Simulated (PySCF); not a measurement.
C2F5, SMILES FC(F)(F)[C](F)F (connectivity only; charge and spin as stated), charge +1, multiplicity 1.

Geometry: PBE0-D3(BJ)/def2-SVP. The multiplicity is an assumed one; no other spin state was optimised. The isomer is the one that the SMILES or the coordinates give; other isomers of the formula were not compared.

The numbers are results of TDA-PBE0/def2-SVPD (PySCF 2.14.0), not measurements.

Vertical excitations. The molecule is in vacuum. State labels are in the subgroup Cs.

```
state  symmetry  energy (eV)  λ (nm)      f         main pairs
-----  --------  -----------  ------  -----  -----------------
S1           A'         5.87     211  0.020     HOMO→LUMO 97 %
S2           A"         6.10     203  0.002   HOMO−1→LUMO 99 %
S3           A"         6.78     183  0.000   HOMO−2→LUMO 99 %
S4           A'         7.03     176  0.031   HOMO−3→LUMO 98 %
S5           A"         7.74     160  0.002   HOMO−4→LUMO 98 %
S6           A'         7.86     158  0.024   HOMO−5→LUMO 97 %
S7           A"         8.42     147  0.000   HOMO−6→LUMO 98 %
S8           A'         9.49     131  0.004   HOMO−8→LUMO 97 %
S9           A"        10.76     115  0.118   HOMO−7→LUMO 88 %
S10          A"        11.33     109  0.000  HOMO−10→LUMO 99 %
T1           A'         4.77     260      0     HOMO→LUMO 98 %
T2           A"         5.99     207      0   HOMO−1→LUMO 99 %
T3           A'         6.70     185      0   HOMO−3→LUMO 98 %
T4           A"         6.70     185      0   HOMO−2→LUMO 98 %
```
Triplets are in the Tamm–Dancoff approximation.
